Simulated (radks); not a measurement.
Values are calculated unless marked as measured or tabulated.
Species: neutral fluorine. Configuration: [He] 2s2 2p5. Level of theory: scalar-relativistic Kohn-Sham, r2SCAN, spin-unpolarised, spherical densities, finite nucleus; meta-GGA in the generalised Kohn-Sham scheme; Fermi nuclear charge, rms radius 2.8976 fm (a radial shooting solver on a logarithmic mesh with Libxc functionals).

Radial electron density D(r) = 4 pi r^2 rho(r):

```
   r/bohr * D(r) (the largest magnitude, 9.72, reaches the edge; | marks zero)
  0.01049 |  *
  0.01164 |   *
  0.01292 |   *
  0.01445 |    *
  0.01604 |     *
  0.01779 |      *
  0.01974 |        *
  0.02191 |         *
  0.02431 |           *
  0.02719 |              *
  0.03017 |                *
  0.03347 |                   *
  0.03714 |                      *
  0.04121 |                         *
  0.04573 |                             *
  0.05115 |                                 *
  0.05676 |                                    *
  0.06298 |                                        *
  0.06988 |                                            *
  0.07754 |                                               *
  0.08673 |                                                  *
  0.09623 |                                                    *
   0.1068 |                                                      *
   0.1185 |                                                      *
   0.1315 |                                                     *
   0.1459 |                                                   *
   0.1632 |                                                *
   0.1811 |                                            *
   0.2009 |                                       *
   0.2229 |                                   *
   0.2473 |                              *
   0.2745 |                          *
    0.307 |                        *
   0.3406 |                      *
    0.378 |                      *
   0.4194 |                        *
   0.4653 |                          *
   0.5205 |                             *
   0.5775 |                               *
   0.6408 |                                 *
   0.7111 |                                  *
    0.789 |                                  *
   0.8755 |                                *
   0.9792 |                             *
    1.087 |                          *
    1.206 |                      *
    1.338 |                 *
    1.484 |             *
    1.647 |          *
    1.842 |       *
    2.044 |    *
    2.268 |  *
    2.517 | *
    2.793 |*
    3.099 |*
    3.466 *
    3.846 *
    4.268 *
```

D(r) has 2 maxima, at r = 0.116, 0.728 bohr, and minima at 0.355 bohr, inside which lie 2.20 electrons.
